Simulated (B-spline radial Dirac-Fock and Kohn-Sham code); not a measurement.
Calculated with a radial B-spline solver, using multi-electron Dirac-Fock with separately optimised hole states, Breit and Lamb-shift corrections added in first order. Free atoms and ions in their tabulated ground configurations, energies from the vacuum level.

Question: Order these levels by binding energy, lowest first.
A. Pb⁵⁺ 3p1/2
B. Br⁵⁺ 2p3/2
C. Er⁴⁺ 3s
D. Ir 3p3/2
E. Hf⁷⁺ 3p1/2
F. Er⁶⁺ 3p1/2

Answer: B (1635.6 eV), F (2108.6 eV), C (2286.5 eV), E (2488.9 eV), D (2567.4 eV), A (3629.9 eV).
